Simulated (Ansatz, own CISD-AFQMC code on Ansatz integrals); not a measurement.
CH6Si2, SMILES `[SiH2]=C[SiH3]` (charge 0, multiplicity 1).

Z-matrix (Å, degrees):
```
C
H 1 1.0876
Si 1 1.7012 2 118.34
H 3 1.4781 1 121.96 2 -179.98
H 3 1.4806 4 114.10 1 -179.96
Si 1 1.8385 2 118.79 3 -179.99
H 6 1.4892 1 109.17 2 179.99
H 6 1.4901 7 108.35 1 -122.17
H 6 1.4901 7 108.36 8 -115.75
```
Charge 0, spin multiplicity 1.

Frozen-core energies in cc-pVDZ from Ansatz (a program for electronic structure) at a geometry from PBE0-D3(BJ)/def2-TZVP; the HF reference has <S^2> = 0.00 (restricted, and unstable towards unrestricted orbitals) and the T1 diagnostic is 0.014.

| level | energy (Ha) |
|---|---|
| HF | -619.16171 |
| MP2 | -619.50465 |
| CCSD | -619.55573 |
| CCSD(T) | -619.56914 |

**Question.** Estimate the energies of CCSDT, phaseless AFQMC, CISD trial (own CISD-AFQMC code on Ansatz integrals; ±0.36 mHa) and CCSDT(Q), and give each level's difference from CCSDT(Q).

**Answer.** 
| level | energy (Ha) | difference from CCSDT(Q) (mHa) |
|---|---|---|
| MP2 | -619.50465 | 66.77 |
| CCSD | -619.55573 | 15.68 |
| CCSD(T) | -619.56914 | 2.27 |
| CCSDT | -619.57043 | 0.98 |
| phaseless AFQMC, CISD trial (own CISD-AFQMC code on Ansatz integrals; ±0.36 mHa) | -619.57115 | 0.26 |
| CCSDT(Q) | -619.57141 | 0.00 |
